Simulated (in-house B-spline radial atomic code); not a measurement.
**PBE hybrid excitations of neutral zinc**

Method: PBE hybrid with 0.8 exact exchange. Computed with an all-electron radial atomic-structure program (B-spline basis): linear response of the closed shell [Ar] 3d10 4s2 with the functional's adiabatic kernel; scalar-relativistic (spin-free one-electron X2C), finite nucleus, no spin-orbit coupling, no double excitations, S, P, D and F terms only; shells from n = 2 respond. Only terms of natural parity with L up to 3 were computed.

Command:
```bash
python run_td.py task.json out
```
Settings (radii: box in bohr, nucleus in fm):
```
Z                        30
electrons                30
configuration            [Ar] 3d10 4s2
hamiltonian              x2c
method                   pbeh
box_radius               75
exact_exchange_fraction  0.8
rms_radius               3.9283
intervals                77
```

Run time, properties included: 2.9 s on 1 thread of Arm Neoverse N1, with other jobs on the host.

The lowest states, in the order of their Tamm-Dancoff energies; the method's threshold (minus the highest occupied level) is 8.275 eV. Labels give the largest channel, * marks a mixed state, and oscillator strengths are full-response dipole values. Measured ¹D terms are left out, since they can mix with doubly excited terms. Semilocal kernels can invert the small singlet-triplet splittings of Rydberg terms. Energies in eV:

```tsv
state	full response	Tamm-Dancoff	oscillator strength	measured (J-weighted term)
4s → 4p 3P	2.987	3.341	-	4.054
4s → 4p 1P	5.224	5.377	1.54	5.796
4s → 5s 3S	6.061	6.076	-	6.654
4s → 5s 1S	6.417	6.428	-	6.917
4s → 5p 3P	6.933	6.946	-	-
4s → 5p 1P	7.111	7.135	0.0675	-
4s → 4d 3D	7.144	7.146	-	7.783
4s → 4d 1D	7.180	7.181	-	-
4s → 6s 3S	7.339	7.342	-	-
4s → 6s 1S	7.420	7.423	-	-
4s → 6p 3P	7.599	7.603	-	-
4s → 6p 1P	?	?	?	-
4s → 5d 3D	7.668	7.668	-	8.503
4s → 5d 1D	?	?	-	-
```

(1) Where does 4s → 6p 1P lie?

(2) Where does 4s → 5d 1D lie?

(3) How large is the singlet-triplet splitting of 4s → 4p (P terms) in Tamm-Dancoff?

(4) What polarisabilities and dispersion coefficient does the method give?

Results:

(1) At 7.655 eV in full response, 7.663 eV in Tamm-Dancoff, oscillator strength 0.0154.

(2) At 7.682 eV in full response, 7.682 eV in Tamm-Dancoff.

(3) 2.04 eV, from the unrounded values.

(4) Dipole 47.28 bohr³, quadrupole 359.2 bohr⁵, C6 365.9 hartree·bohr⁶ for two such species. Recommended dipole value: 38.67 ± 0.3 bohr³ (Schwerdtfeger and Nagle, table of static dipole polarizabilities (2023 update)), which includes relativity and correlation.
